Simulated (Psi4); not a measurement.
Noncovalent pair: C2H2 (SMILES C#C) (first 4 atoms) with GeH4 (SMILES [GeH4]); geometry from B3LYP-D3(BJ)/def2-TZVP, rigid monomers moved along the line of their centres of mass till C2···Ge5 is 6.77 Å.
(charge 0, multiplicity 1):
```tsv
atom	x (Å)	y (Å)	z (Å)
C	0.6088	0.3271	-0.0053
C	-0.5606	0.0734	-0.0210
H	1.6472	0.5519	0.0136
H	-1.5990	-0.1521	-0.0326
Ge	-0.0557	-0.4503	6.7082
H	-0.9910	0.7005	6.3137
H	1.3703	-0.1462	6.2278
H	-0.5461	-1.7598	6.0759
H	-0.0519	-0.5977	8.2398
```

Method: SAPT0/aug-cc-pVDZ in Psi4.

**Question.** Give the four SAPT terms and the total, and say what mostly holds the pair together.

**Answer.** electrostatics -0.9, exchange 0.0, induction 0.0, dispersion -2.0, total -2.9 meV; the largest attraction is dispersion.
